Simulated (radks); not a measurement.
Question: Valence configurations of Tm2+ (all share [Xe]). All-electron calculation, scalar-relativistic Kohn-Sham, r2SCAN, spin-polarised, spherical densities, finite nucleus; open shells are filled with parallel spins first (spin-orbit coupling, left out, can overturn this in heavy ions); meta-GGA in the generalised Kohn-Sham scheme; Fermi nuclear charge, rms radius 5.2256 fm. Program: a radial shooting solver on a logarithmic mesh with Libxc functionals. Order these by energy: 4f12 5d1; 4f11.5 6s0.5 6p1; 4f10.5 6s0.5 6p2; 4f13; 4f10 5d3; 4f12 6s1; 4f10 5d1 6s2; 4f12.5 6s0.5; 4f11 6s2.

Answer: From the lowest, in eV above it: 4f13 0.000; 4f12.5 6s0.5 1.824; 4f12 6s1 4.906; 4f12 5d1 5.536; 4f11.5 6s0.5 6p1 15.222; 4f11 6s2 17.857; 4f10 5d3 29.183; 4f10 5d1 6s2 35.186; 4f10.5 6s0.5 6p2 37.312. NIST lists [Xe] 4f13 as the ground configuration; this level of theory agrees among the configurations tried. The energies are those of spherical high-spin densities, not of single terms.
